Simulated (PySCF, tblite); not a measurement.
**Question.** What does the GFN2-xTB structure of InChI=1S/C2H2N2O/c1-3-4-2-5-1/h1-2H look like in three dimensions?

**Answer.** 
Z-matrix in Å and degrees, rows numbered from 1:
```
C 
N   1  1.2878
N   2  1.3472  1  106.72
C   3  1.2877  2  106.72  1    -0.02
O   4  1.3436  3  112.28  2     0.04
H   1  1.0698  2  127.39  3   179.94
H   4  1.0697  3  127.37  2  -179.97
```

The 5-membered ring C1–N2–N3–C4–O5 has internal angles of 102.0° to 112.3°; it is planar, 0.00 Å rms from its mean plane, widest ring torsion 0°. The 5 heavy atoms lie in one plane (0.000 Å rms).

The geometry is computed with GFN2-xTB (gas phase).

Point group: C2v (tolerance 0.08 Å). Its GFN2-xTB frequencies are all real (lowest 641 cm⁻¹).


Task: What does the PBE0-D3(BJ)/def2-SVP structure of `[OH][Ti]([F])([F])[F]` (Ti(OH)F3) look like in three dimensions? (Singlet state.)

Result: 
```
atom  x, y, z in Å
Ti1   -0.0454   -0.1159   -0.4219
O2     0.1575    0.3572    1.2309
H3     0.2360    0.5893    2.1585
F4     1.5006   -0.2180   -1.2064
F5    -1.0234    1.0527   -1.2538
F6    -0.8253   -1.6652   -0.5073
```

Orientation and origin are arbitrary. Atoms count from 1 in this order. All 3 F–Ti bonds measure 1.736 to 1.737 Å. Ti1 (titanium bonded to 3 F and O) is tetrahedral (angles from 108.9° to 110.1°).

Bonds between heavy atoms (Å): Ti1–O2 1.731, Ti1–F4 1.737, Ti1–F5 1.736, Ti1–F6 1.737.

Computed with PBE0-D3(BJ)/def2-SVP geometry optimisation, gas phase in PySCF.

Whether it is a minimum is left open (no frequencies).
